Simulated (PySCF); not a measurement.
C5H7FO2, singlet, at a GFN2-xTB geometry. Base run: DF-B3LYP/STO-3G in PySCF.

PySCF was given this input:
```python
from pyscf import gto, scf, dft

mol = gto.M(
    atom='''
C     2.814844    0.102142    0.207292
C     1.576032    0.338249   -0.196390
F     1.317696    1.206130   -1.190655
C     0.374599   -0.317866    0.396068
O     0.439453   -1.119796    1.294962
O    -0.747443    0.086747   -0.181632
C    -1.961912   -0.481663    0.311838
C    -3.117084    0.107091   -0.474346
H     2.979968   -0.598267    1.004756
H     3.660180    0.592267   -0.241223
H    -1.910897   -1.570449    0.198518
H    -2.045671   -0.255972    1.380926
H    -3.139568    1.186683   -0.354157
H    -3.005464   -0.121264   -1.530691
H    -4.052767   -0.311495   -0.115657
''',
    basis='sto-3g',
    charge=0,
    spin=0,
    verbose=3,
)

mf = dft.RKS(mol)
mf.xc = 'b3lyp'
mf = mf.density_fit(auxbasis='def2-universal-jkfit')
mf.kernel()
```

Variants of this job, named by their change:

```tsv
change	basis functions	E (Eh)	HOMO (eV)	HOMO-LUMO gap (eV)	dipole (D)	core-seconds (rough)
base	47	-439.07326	-4.10	5.99	1.39	6
basis = LANL2DZ	86	-444.96483	-7.85	6.11	0.84	10
basis = pcseg-0	86	[?]	[?]	[?]	0.84	10
basis = 3-21G	86	-442.57634	-7.32	6.24	0.95	10
basis = 6-31G*	[?]	[?]	-7.39	6.18	[?]	20
basis = pc-1	147	-444.94781	-7.79	6.15	0.90	20
basis = pcseg-1	147	-444.94216	-7.79	6.15	0.90	20
basis = 6-31G**	147	-445.01802	-7.39	6.18	0.94	20
basis = def2-SVP	147	-444.68768	-7.62	6.17	0.88	20
basis = 6-31+G*	158	-445.03235	-7.79	6.08	0.83	20
basis = 6-311++G**	225	-445.15651	-7.86	6.06	0.79	30
basis = def2-SVPD	225	[?]	[?]	[?]	0.84	20
basis = 6-311+G(2d,p)	[?]	[?]	[?]	6.06	[?]	40
```

Question: Complete the blanks.

Answer: 
- basis = pcseg-0, E (Eh): -443.80083
- basis = pcseg-0, HOMO (eV): -7.74
- basis = pcseg-0, HOMO-LUMO gap (eV): 6.20
- basis = 6-31G*, basis functions: 126
- basis = 6-31G*, E (Eh): -445.00812
- basis = 6-31G*, dipole (D): 0.93
- basis = def2-SVPD, E (Eh): -444.72105
- basis = def2-SVPD, HOMO (eV): -7.88
- basis = def2-SVPD, HOMO-LUMO gap (eV): 6.09
- basis = 6-311+G(2d,p), basis functions: 258
- basis = 6-311+G(2d,p), E (Eh): -445.16789
- basis = 6-311+G(2d,p), HOMO (eV): -7.82
- basis = 6-311+G(2d,p), dipole (D): 0.86

Totals compare only among sets that treat the same electrons; sets with core potentials leave the core out.
